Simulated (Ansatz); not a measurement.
`Br[SiH]1[NH][AlH]1` + H₂Se → `[SeH][SiH]1[NH][AlH]1` + HBr at 700 K and 1 bar (ligand exchange at the Si–Br bond).

Computed with Ansatz on PBE0-D4/def2-TZVP structures; ΔE is electronic, products minus reactants. CCSD(T)/CBS is the MP2 limit (def2-TZVPP, def2-QZVPP) plus CCSD(T) − MP2 in def2-TZVPP, frozen cores. For Br, Se outer-core shells are correlated without core-valence functions, which leaves a few kJ/mol of doubt a bond. Scalar relativity is left out up to krypton. Each species was taken in one conformer, which may not be the lowest.

```csv
species,CCSD(T)/CBS energy (Eh),H − E (kJ/mol),S (J/(mol·K))
`Br[SiH]1[NH][AlH]1`,-3160.97381,149.1,424.7
H₂Se,-2401.89790,61.1,251.1
`[SeH][SiH]1[NH][AlH]1`,-2988.93987,176.1,452.9
HBr,-2573.91920,36.5,223.7
```

H − E and S are ideal-gas, rigid-rotor, harmonic terms from PBE0-D4/def2-TZVP, for one conformer and one mirror image of each species. 1 Eh = 2625.50 kJ/mol, R = 8.31446 J/(mol·K).

Q: By hand: ΔE, ΔH, ΔS and ΔG.

A: ΔE = (-2988.93987) + (-2573.91920) − (-3160.97381) − (-2401.89790) = 0.01264 Eh = 33.2 kJ/mol. Δ(H − E) = 176.1 + 36.5 − 149.1 − 61.1 = 2.4, so ΔH = 35.6 kJ/mol. ΔS = 452.9 + 223.7 − 424.7 − 251.1 = 0.8 J/(mol·K). ΔG = 35.6 − 700 × (0.8)/1000 = 35.0 kJ/mol.

Q: By hand: the equilibrium constant, and the temperature at which ΔG would vanish if ΔH and ΔS stayed fixed.

A: log₁₀ K = −ΔG/(RT ln 10) = -2.6. ΔG = 0 at ΔH/ΔS = 44500 K, far beyond where these terms or the molecules hold.

The number of gas molecules stays the same, so ΔS is small and ΔH decides. A doubt of 5 kJ/mol in ΔE shifts log₁₀ K by 0.4 here. Other conformers and mirror images would add mixing entropy, several J/(mol·K) or more a flexible species. These are equilibria of isolated gas molecules and say nothing of rates. Largest T1 diagnostic: 0.012 (customary marks: 0.02 for closed shells, 0.045 for open ones).
